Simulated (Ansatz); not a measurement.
Mulliken charges of `Br[Si]1(I)C=N1` from PBE/def2-TZVPP in Ansatz (PBE0-D4/def2-TZVP geometry).

| atom | x (Å) | y (Å) | z (Å) | charge (e) |
| --- | --- | --- | --- | --- |
| Br1 | -1.843 | 1.574 | 0.765 | -0.124 |
| Si2 | -0.058 | 0.359 | 0.405 | 0.245 |
| I3 | 1.531 | 0.569 | 2.189 | -0.058 |
| C4 | 0.002 | -0.902 | -0.818 | 0.032 |
| N5 | 0.523 | 0.193 | -1.253 | -0.219 |
| H6 | -0.113 | -1.857 | -1.334 | 0.124 |

By hand: the dipole of these point charges (1 e Å = 4.8032 D).

Σ q r = (-0.003, -0.442, -0.040) e Å, of length 0.444 e Å = 2.13 D.

How does the dipole of the full density compare? (An estimate is asked.)

Ansatz gave: (-0.077, -0.249, 0.187) e Å, 1.54 D; the point charges give 1.38 times that, at 44° from its direction.

Point charges leave out the atoms' own dipoles, such as those of lone pairs, and Mulliken's split depends on the basis, so the two needn't agree.
